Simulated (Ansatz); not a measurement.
In4H4Se4⁻, that is (HInSe)4 cubane with one electron more. The state is a doublet with charge -1. Geometry PBE-D4/def2-SVP, that of the neutral singlet; atoms count from 1.

```
atom    x (Å)    y (Å)    z (Å)
 In1  -1.4403  -1.2893   1.0172
  H2  -2.5798  -2.3099   1.8229
 Se3  -2.0780  -0.1396  -1.3443
 In4  -0.8504   1.9981  -0.2357
  H5  -1.5216   3.5803  -0.4241
 Se6  -0.5225   0.9446   2.2314
 In7   1.8306   0.1228   1.1852
  H8   3.2786   0.2189   2.1251
 Se9   0.9652  -2.2676   0.2666
In10   0.4601  -0.8315  -1.9667
 H11   0.8227  -1.4893  -3.5240
Se12   1.6355   1.4626  -1.1537
```

In the def2 sets In takes a core potential; there is no spin–orbit coupling. Single mean-field runs in def2-TZVP are fitted with def2-universal-jkfit. The highest occupied level of the charge -1 doublet lies above zero (up to 0.73 eV). By energy differences its removal costs 0.51 eV (vertical, to the charge 0 singlet, at PBE0-D4/def2-TZVP); self-interaction error and the lack of diffuse functions both raise the level.

Question: Estimate the Mulliken populations from the PBE0/def2-TZVP orbitals of Ansatz.

Answer: 
```
atom  charge (e)  spin (α − β)
 In1        0.50          0.16
  H2       -0.14          0.04
 Se3       -0.61          0.05
 In4        0.51          0.16
  H5       -0.15          0.04
 Se6       -0.61          0.05
 In7        0.50          0.16
  H8       -0.14          0.04
 Se9       -0.61          0.05
In10        0.51          0.16
 H11       -0.15          0.04
Se12       -0.61          0.05
```
Mulliken values and Mayer orders depend strongly on the basis.

Question: Where does the spin sit?

Answer: Summed by element: In 0.65, H 0.16, Se 0.19, of 1 unpaired in all. Largest on single atoms: In4 0.16, In10 0.16, In1 0.16.

Question: And the Mayer bond orders between bonded heavy atoms (over 0.3)?

Answer: In1–Se3 0.67 (2.70 Å); In1–Se6 0.67 (2.70 Å); In1–Se9 0.58 (2.70 Å); Se3–In4 0.66 (2.70 Å); Se3–In10 0.58 (2.70 Å); In4–Se6 0.66 (2.70 Å); In4–Se12 0.58 (2.70 Å); Se6–In7 0.58 (2.70 Å); In7–Se9 0.67 (2.70 Å); In7–Se12 0.67 (2.70 Å); Se9–In10 0.66 (2.70 Å); In10–Se12 0.66 (2.70 Å).
